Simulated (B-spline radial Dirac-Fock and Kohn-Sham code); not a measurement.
**Kohn-Sham estimates against Dirac-Fock for the levels of Ta⁶⁺**

System: Ta⁶⁺ in the configuration [Xe] 4f13.

The density-functional columns are spherical, spin-unpolarised Dirac-Kohn-Sham results without Breit or QED terms: −ε is minus the orbital energy of the initial state and ΔSCF the difference of two total energies. The reference in the last column comes from Dirac-Fock ΔSCF + Breit + QED. All numbers are from a radial atomic solver, in eV; a selection of levels is shown. For the 1s level of heavy atoms much of the gap between ΔSCF and the reference is the Breit and QED part, -333.7 eV here; for other levels the error of the functional can be larger.

```
     level   PBE −ε  PBE ΔSCF   LDA −ε  LDA ΔSCF  Dirac-Fock
    K (1s)  67339.3   67888.4  67282.3   67829.6     67507.9
   L1 (2s)  11633.9   11736.0  11625.8   11728.2     11786.8
L2 (2p1/2)  11124.2   11255.0  11120.6   11251.5     11235.2
L3 (2p3/2)   9854.2    9967.4   9851.9    9965.4      9979.5
   M1 (3s)   2732.0    2763.5   2729.7    2761.4      2814.3
M2 (3p1/2)   2505.0    2538.7   2504.1    2537.9      2571.4
M3 (3p3/2)   2231.6    2262.5   2231.1    2262.1      2297.6
M4 (3d3/2)   1847.6    1884.3   1847.8    1884.6      1892.7
M5 (3d5/2)   1788.1    1823.7   1788.3    1824.0      1834.3
   N1 (4s)    624.9     641.0    623.9     640.0       669.6
N2 (4p1/2)    531.1     547.1    530.7     546.7       568.8
N3 (4p3/2)    467.9     483.3    467.3     482.8       505.5
N4 (4d3/2)    313.6     328.8    313.6     328.8       339.3
N5 (4d5/2)    301.9     316.9    301.9     316.9       327.7
 N6,7 (4f)    108.3     122.2    108.7     122.6       119.2
   O1 (5s)    150.6     160.5    150.9     160.9       163.8
O2 (5p1/2)    121.8     131.2    122.3     131.6       129.5
O3 (5p3/2)    111.6     120.4    111.9     120.8       119.1
```

Problem. Order the estimates of the K (1s) level by their distance from the Dirac-Fock value, nearest first.
A. LDA −ε
B. PBE −ε
C. LDA ΔSCF
D. PBE ΔSCF

Solution. B (168.6 eV), A (225.6 eV), C (321.7 eV), D (380.4 eV).

An eigenvalue near the reference for a deep level is a cancellation of errors: it lacks relaxation, carries self-interaction and omits Breit and QED terms.

For the outermost level NIST gives 119 ± 6 eV (theoretical); the differences from it are PBE −ε -7.39, PBE ΔSCF +1.45, LDA −ε -7.05, LDA ΔSCF +1.81, Dirac-Fock +0.13 eV.

Values without a named source are computed, but for edge energies of neutral atoms, which are taken from tables.
